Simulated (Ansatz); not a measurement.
The cluster B3As3. The state is a singlet with charge 0. Geometry r2SCAN-D4/def2-SVP; atoms count from 1.

```csv
atom,x (Å),y (Å),z (Å)
B1,0.019,-0.696,0.499
B2,0.979,-0.099,-0.841
B3,-0.523,-0.348,-1.132
As4,1.727,0.140,1.030
As5,-1.934,-0.468,0.322
As6,-0.268,1.471,0.122
```

The structure comes from a short search, and lower isomers may exist.

(1) Estimate the Mulliken populations from the PBE0/def2-TZVP orbitals of Ansatz.

(2) And the Mayer bond orders between bonded heavy atoms (over 0.3)?

Answers

(1) 
```tsv
atom	charge (e)
B1	-0.09
B2	-0.09
B3	-0.09
As4	0.09
As5	0.09
As6	0.09
```
Mulliken values and Mayer orders depend strongly on the basis.

(2) B1–B2 0.60 (1.75 Å); B1–B3 0.60 (1.75 Å); B1–As4 1.03 (1.97 Å); B1–As5 1.03 (1.97 Å); B1–As6 0.43 (2.22 Å); B2–B3 1.26 (1.55 Å); B2–As4 1.01 (2.03 Å); B2–As6 0.54 (2.22 Å); B3–As5 1.01 (2.03 Å); B3–As6 0.54 (2.22 Å); As4–As6 0.81 (2.56 Å); As5–As6 0.81 (2.56 Å).
